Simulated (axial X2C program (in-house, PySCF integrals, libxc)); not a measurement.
# A run on BaMn without results

A two-component calculation with an in-house all-electron X2C program for linear molecules (integrals from PySCF).

Input and command:
```json
{"zs": [56, 25], "q": 0, "bas": ["dyall-acv3z", "dyall-acv3z"], "r0": 3.15, "eom": "ea", "thr": -2.0, "nmax": 92, "grid": [1, 0.96, 1.045, 0.92, 1.09, 1.15]}
```
```bash
python soeom.py task.json out
```

Keys: zs atomic numbers; q charge; bas basis sets; r0 starting distance in Å; eom kind of EOM run; thr threshold in hartree for freezing inner shells (an s shell follows its p shell); nmax most natural virtual spinors; grid distances as factors.

Outcome:

The program refused: none of the low determinants of the reference species is a closed shell, which the EOM method needs.
